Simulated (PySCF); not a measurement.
C6H6F4.
Numbering: `[CH3:1][C:2]#[C:3][C@:4]([CH3:5])([F:6])[C:7]([F:8])([F:9])[F:10]` (hydrogens: H11, H12, H13 on C1; H14, H15, H16 on C5)

Structure optimised with GFN2-xTB, isolated species.

Task: List the bond lengths, angles and torsions at this level.

Result: 
```csv
bond,length (bohr),order
C1–C2,2.721,single
C2≡C3,2.266,triple
C3–C4,2.746,single
C4–C5,2.881,single
C4–F6,2.625,single
C4–C7,2.922,single
"C7–F8, C7–F9, C7–F10",2.529,single
"C1–H11, C1–H12, C1–H13",2.058,single
"C5–H14, C5–H15, C5–H16",2.055,single
```

Bonds in one row agree within 0.02 bohr and their mean is given. Orders are formal, as drawn. A selection of angles:
```csv
angle,degrees
C1–C2–C3,178.6
C2–C3–C4,177.7
C3–C4–C5,112.7
C3–C4–F6,110.0
C3–C4–C7,108.5
C5–C4–F6,108.9
C5–C4–C7,110.3
F6–C4–C7,106.2
C4–C7–F8,112.8
C4–C7–F9,112.4
F8–C7–F9,107.1
```

Dihedral angles: C3–C4–C7–F8 59° (synclinal).

Of the pairs four or more bonds apart, F9···H15 is among the closest relative to their van der Waals radii: 2.56 Å, 96 % of the sum of Bondi's values. The 4 C–F bonds span 1.334 Å (C7–F8, drawn single) to 1.389 Å (C4–F6, drawn single), a spread of 0.055 Å. The C–C distances run from 1.199 Å (C2≡C3, drawn triple) to 1.546 Å (C4–C7, drawn single), a spread of 0.347 Å.

Point group: C1 (no symmetry element, even within 0.4 Å). Stationary, but not proved a minimum.

The numbers are calculated, not measured.
